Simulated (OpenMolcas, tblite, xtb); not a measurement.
## CH4AlIn (SMILES [CH2]1[AlH][InH]1): the HOMO–LUMO gap, rung by rung

CH4AlIn has 7 atoms, charge 0, and is taken as a singlet. SMILES: `[CH2]1[AlH][InH]1`. The coordinates come from a PBE0-D4/def2-TZVP relaxation.

Each level gives the HOMO–LUMO gap (eV). The values are calculated.

| level | kind | program | value (eV) | CPU time |
| --- | --- | --- | --- | --- |
| GFN1-xTB | semi-empirical | tblite | 2.14 | under 2 s |
| GFN0-xTB | semi-empirical | xtb | 2.33 | under 2 s |
| HF/def2-SVPD (core potential) | Hartree–Fock | OpenMolcas | 7.81 | 16 s |
| SVWN5/def2-SVPD (core potential) | LDA | OpenMolcas | 1.96 | 32 s |
| revPBE/def2-SVPD (core potential) | GGA | OpenMolcas | 2.06 | 41 s |
| r2SCAN/def2-SVPD (core potential) | meta-GGA | OpenMolcas | 2.33 | 50 s |
| PBE0/def2-SVPD (core potential) | global hybrid | OpenMolcas | 3.54 | 36 s |
| B2PLYP/def2-SVPD (core potential) | double hybrid | OpenMolcas | 5.11 | 31 s |

The values span 1.96 to 7.81 eV. Orbital gaps aren't excitation energies, and those of double hybrids come from the SCF part alone; they tend to grow with the share of exact exchange. Times are those of the runs behind each value, whatever else they computed, on shared processors of several kinds: orders of magnitude only.
